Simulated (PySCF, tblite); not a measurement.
Isomers of C4H8O2SSi. Computed with GFN2-xTB (tblite): harmonic, unscaled wavenumbers at the GFN2-xTB geometry, gas phase. This tight-binding method is rough: wavenumbers can miss measured ones by several per cent, in bad cases by 10 to 20. Modes of hydrogen on silicon can be 10 to 20 % off. One conformer each.

Electronic energies: PBE0/pcSseg-1 single points on the GFN2-xTB geometries (PySCF, gas phase).

```json
{"SMILES": "C=C[Si@@H](OC=O)SC", "electronic energy, lowest = 0 (kJ/mol)": "5.9"}
{"SMILES": "C=CO[Si@H](O)SC=C", "electronic energy, lowest = 0 (kJ/mol)": "0.0"}
{"SMILES": "O=C[C@@H]1CS[C@H]1O[SiH3]", "electronic energy, lowest = 0 (kJ/mol)": "181.3"}
```

Task: How do GFN2-xTB zero-point energies change the relative energies?

Result: 
| SMILES | ZPE (kJ/mol) | of it from modes above 1550 cm⁻¹ | electronic (kJ/mol) | with ZPE, lowest = 0 (kJ/mol) | lowest mode (cm⁻¹) | rings |
| --- | --- | --- | --- | --- | --- | --- |
| C=CO[Si@H](O)SC=C | 291.9 | 167.7 | 0.0 | 0.0 | 36 | 0 |
| C=C[Si@@H](OC=O)SC | 293.3 | 161.0 | 5.9 | 7.2 | 2 | 0 |
| O=C[C@@H]1CS[C@H]1O[SiH3] | 286.4 | 139.4 | 181.3 | 175.8 | 38 | 1 |

The zero-point energies span 6.9 kJ/mol, from `O=C[C@@H]1CS[C@H]1O[SiH3]` to `C=C[Si@@H](OC=O)SC`. The order is unchanged.

Task: And how do the electronic energies of GFN2-xTB itself compare?

Result: `C=CO[Si@H](O)SC=C` 0.0; `C=C[Si@@H](OC=O)SC` 92.9; `O=C[C@@H]1CS[C@H]1O[SiH3]` 97.1 kJ/mol, lowest = 0. Against the energies above, taken from the same isomer `C=CO[Si@H](O)SC=C`, the largest difference is 87.0 kJ/mol.
